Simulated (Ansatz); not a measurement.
Geometry optimisation, RKS r2SCANh-D4/def2-SVP (Ansatz 0.2.0).

input.yaml

```yaml
crystal:
  periodic: [false, false, false]
  atoms:
    - { symbol: Si, position_ang: [0.075678, 0.566677, -0.421486] }
    - { symbol: H, position_ang: [0.642235, -0.682225, 1.869511] }
    - { symbol: O, position_ang: [1.323979, -0.462888, -0.714684] }
    - { symbol: H, position_ang: [1.757548, -0.864876, 0.04366] }
    - { symbol: H, position_ang: [-0.319207, 1.101479, -1.741106] }
    - { symbol: H, position_ang: [-1.065222, -0.053004, 0.291309] }
    - { symbol: Br, position_ang: [0.728785, 2.352942, 0.850722] }
    - { symbol: H, position_ang: [0.852305, -0.064905, 2.166774] }
basis:
  gaussian: { orbitals: def2-SVP }
hamiltonian:
  xc: r2scanh
  dispersion: d4
relax:
  f_tol: 0.03
  max_steps: 50
```

Command:

```bash
$ ansatz run input.yaml --threads 2 --pin off --max-ram 3072MiB --backend cpu --events-out ev --progress --plain --runs-dir out
```

Q: Where does it end, and by what steps?

A: The forces met the threshold. The force dipped under the threshold on the way, but the program's further checks kept it going. After 16 steps the energy has fallen by 0.180 eV; H2 moved furthest, 0.90 Å.

```tsv
step	energy less start (eV)	largest force component (eV/Å)	accepted
0	0.0000	1.595	yes
1	-0.1234	0.202	yes
2	-0.1603	0.165	yes
3	-0.1704	0.275	yes
4	-0.1753	0.101	yes
5	-0.1766	0.040	yes
6	-0.1772	0.027	yes
7	-0.1777	0.057	yes
8	-0.1782	0.116	yes
9	-0.1788	0.115	yes
10	-0.1788	0.076	no
11	-0.1795	0.026	yes
12	-0.1797	0.048	yes
13	-0.1800	0.045	yes
14	-0.1801	0.032	yes
15	-0.1802	0.006	yes
16	-0.1803	0.014	yes
```

```xyz
8
Properties=species:S:1:pos:R:3
Si 0.000 0.711 -0.642
H 1.113 -1.058 2.545
O 1.206 -0.412 -0.676
H 1.434 -0.847 0.152
H -0.141 1.223 -2.020
H -1.272 0.163 -0.105
Br 0.533 2.427 0.689
H 1.124 -0.313 2.402
```

Time of the run: 46 s on 2 threads of Arm Neoverse V1, with other jobs on the host, peak memory 0.2 GiB.
